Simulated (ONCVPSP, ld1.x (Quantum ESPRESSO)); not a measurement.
Potentials for rhodium (Rh) compared

Generated with ld1.x 7.5 (TM, RRKJ, ultrasoft, PAW), atompaw 4.2 or ONCVPSP 4.0.1. The cutoff is in Ry: for ld1.x and atompaw files where the sum of valence levels is converged to 10 mRy in a Bessel basis, for ONCV files where the hardest occupied wave has 1 mHa per electron of residual kinetic energy. The error is the largest all-electron minus pseudo excitation energy over each file’s own four to seven test configurations (ionisations up to +4, promotions, holes and added fractions of an electron), all of which were solved. The labels leave out finer settings (local radius, basis sizes, second energies), which also bear on the numbers. Spin-polarised tests are not counted. The rows are a selection from randomly drawn settings: files with unsolved tests, undetermined cutoffs or missed reference levels are left out.

A true bound ghost makes a file unfit for plane-wave use even where its test errors are small: the radial tests pick states by their node count and pass the ghost by.

```tsv
potential	cutoff (Ry)	largest error (meV)	bound ghosts
ONCV, PBEsol, scalar-relativistic, rc 1.80/1.60/2.05 (spd), local smoothed, core correction yes, reference 4s2 4p6 4d8 5s1, qcut 7.9/10.8/9.2, projectors 2/2/1	56	-6.1	none
ONCV, PBE, scalar-relativistic, rc 1.45/1.15/1.80 (spd), local smoothed, core correction no, reference 4s2 4p6 4d8 5s1, qcut 7.8/7.6/9, projectors 2/2/2	100	-1.6	none
ONCV, LDA (Perdew-Wang 92), scalar-relativistic, rc 1.85/1.55/1.95 (spd), local smoothed, core correction yes, reference 4s2 4p6 4d8 5s1, qcut 6.8/10.5/8.9, projectors 2/1/2	57	+56	none
PAW, PW91, scalar-relativistic, rc 2.55/2.75/1.55 (spd), local smoothed, core correction yes, reference 4d8 5s1 5p0	45	-367	s
ONCV, BLYP, scalar-relativistic, rc 1.50/1.05/1.65 (spd), local smoothed, core correction no, reference 4s2 4p6 4d6, qcut 8.3/7/9, projectors 2/2/3	245	+8.7	none
ONCV, PBEsol, scalar-relativistic, rc 1.75/1.55/1.45 (spd), local smoothed, core correction no, reference 4s2 4p6 4d8 5s1, qcut 7.9/8.8/6.8, projectors 3/2/2	55	-7.9	none
ONCV, LDA (Perdew-Wang 92), fully relativistic, rc 1.65/1.30/1.65 (spd), local smoothed, core correction yes, reference 4s2 4p6 4d7 5s2, qcut 7.2/10.1/11.1, projectors 2/2/2	70	-3.8	none
ONCV, PBEsol, scalar-relativistic, rc 2.55/2.55/1.30 (spd), local smoothed, core correction yes, reference 4d8 5s0.5, qcut 2.9/2.7/6.5, projectors 2/2/3	95	-94	s, p, d
```

**Question.** Fill in the row for Rh: ONCV, PBE, scalar-relativistic, rc 1.85/1.30/1.75 (spd), local smoothed, core correction no, reference 4s2 4p6 4d8 5s1, qcut 8/9/9.1, projectors 3/1/2.

**Answer.** cutoff 65 Ry, largest error +27 meV, bound ghosts: none.
